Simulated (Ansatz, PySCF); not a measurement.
Ge(I)(SiH3) (GeH3ISi), SMILES [SiH3][Ge][I] (connectivity only; charge and spin as stated), neutral, multiplicity 1. Atoms are numbered in the order given.

```xyz
6

Ge     0.9949    -0.9649     0.0000
I     -0.2326     1.2811     0.0000
Si    -1.1356    -2.2382     0.0000
H     -0.9017    -3.7193     0.0000
H     -1.9315    -1.8859    -1.2188
H     -1.9315    -1.8859     1.2188
```

The structure is a stationary point at PBE0-D3(BJ)/def2-SVP. The structure was generated by enumeration; whether it is a known compound was not checked. The def2 effective core potentials stand for the cores of I; spin–orbit coupling is left out.

Two levels are set side by side: PBE-D3(BJ)/def2-SVP (Ansatz, a first-principles code) and PBE0-D3(BJ)/def2-SVP (Ansatz). Each level has its own optimised geometry; the coordinates shown are those of the second. Frequencies come from the Hessian of PySCF at each geometry. Differences are taken from unrounded values.

| quantity | PBE0-D3(BJ) |
|---|---|
| mean bond length (Å) | 1.907 |
| bond Ge1–I2 (Å) | 2.560 |
| bond Ge1–Si3 (Å) | 2.482 |
| bond Si3–H4 (Å) | 1.499 |
| bond Si3–H5 (Å) | 1.498 |
| bond Si3–H6 (Å) | 1.498 |
| highest harmonic wavenumber (cm⁻¹) | 2218 |
| mean harmonic wavenumber (cm⁻¹) | 907 |
| zero-point energy (kcal/mol) | 15.56 |

Q: What does PBE-D3(BJ) give, and how far is it from PBE0-D3(BJ)? (The exact figures need the calculation; the answer reports its results.)

A: 
```tsv
quantity	PBE-D3(BJ)	PBE-D3(BJ) minus PBE0-D3(BJ)
mean bond length (Å)	1.922	0.015
bond Ge1–I2 (Å)	2.582	0.023
bond Ge1–Si3 (Å)	2.501	0.019
bond Si3–H4 (Å)	1.511	0.011
bond Si3–H5 (Å)	1.509	0.011
bond Si3–H6 (Å)	1.509	0.011
highest harmonic wavenumber (cm⁻¹)	2145	-73
mean harmonic wavenumber (cm⁻¹)	872	-35
zero-point energy (kcal/mol)	14.96	-0.60
```

GGA bonds tend to be longer and softer than those of functionals with exact exchange. Differences between two approximate levels are no errors against the true value.
